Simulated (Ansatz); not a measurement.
A nudged elastic band was laid between two geometries of CH5BrSi + ClH (10 atoms, charge 0, multiplicity 1).

Method: Ansatz, RKS B3LYP-D4/def2-SVP.

```yaml
movable_images: 7
climbing_image: yes
spring: 5.0 eV/Å²
optimiser: quadratic models (default)
start_path: through a guess of the saddle point
force_threshold: 0.05 eV/Å
iteration_limit: 60
end_points: relaxed
```

First end point:

```xyz
10
Properties=species:S:1:pos:R:3
Si -1.054 -0.305 -0.052
Br -0.223 -1.447 -1.833
H -2.221 -1.096 0.424
H -1.511 1.011 -0.569
C 0.282 -0.149 1.246
H 1.287 0.586 -2.049
Cl 1.784 1.735 -1.703
H -0.108 0.398 2.120
H 1.139 0.409 0.838
H 0.625 -1.141 1.578
```

Last end point:

```xyz
10
Properties=species:S:1:pos:R:3
Si -0.967 0.536 0.053
Br 1.542 -1.738 -2.268
H -1.721 -0.530 -0.657
H -1.913 1.481 0.704
C 0.279 -0.151 1.263
H 1.141 -0.359 -2.214
Cl 0.046 1.649 -1.425
H 0.849 0.661 1.742
H 0.983 -0.825 0.752
H -0.240 -0.723 2.051
```

(1) What changes between the two ends?

(2) What energy profile does the band end with?

(3) What is the geometry of the highest image?

Results:

(1) Bonds broken: Si1–Br2, H6–Cl7. Bonds formed: Si1–Cl7, Br2–H6. CH5BrSi + ClH becomes BrH + CH5ClSi.

(2) The forces met the threshold. The highest image is number 3 of 0 to 8, 146.1 kJ/mol above the first end and 150.0 kJ/mol above the last; the last end lies 3.9 kJ/mol below the first. The profile has 2 maxima (images 3, 6) with wells between them (image 5): this band takes more than one step, which may be the mechanism or a detour left from its start path. Neighbouring images differ by up to 1.2 eV, so the band resolves the path poorly. A vibrational analysis at the climbing image gives one clearly imaginary mode, 440i cm⁻¹: a first-order saddle point. The orbitals stay closed-shell, which can raise the energy where a bond breaks towards radicals; this wasn't checked here.

```
image  path coordinate (Å)  energy (kJ/mol)  Si1–Br2 (Å)  H6–Cl7 (Å)  Si1–Cl7 (Å)
    0                 0.00              0.0         2.27        1.30         3.87
    1                 0.85              4.3         2.28        1.30         3.70
    2                 1.70             59.6         2.36        1.32         3.18
    3                 2.55            146.1         2.71        1.46         2.56
    4                 3.51             27.6         3.36        2.04         2.16
    5                 4.46             -1.5         4.07        2.37         2.11
    6                 5.42              3.4         4.04        2.42         2.11
    7                 6.38              0.2         4.01        2.46         2.11
    8                 7.34             -3.9         4.10        2.42         2.11
```

(3) 
```xyz
10
Properties=species:S:1:pos:R:3
Si -0.772 0.181 -0.144
Br 0.491 -1.662 -1.686
H -1.948 -0.691 -0.387
H -1.352 1.547 -0.011
C 0.328 -0.175 1.322
H 0.928 0.038 -2.112
Cl 0.667 1.453 -1.840
H -0.133 0.258 2.226
H 1.309 0.303 1.176
H 0.482 -1.254 1.456
```

Time of the run: 4.6 min on 2 threads of Intel(R) Xeon(R) Platinum 8488C (Sapphire Rapids), with other jobs on the host, peak memory 0.33 GiB.
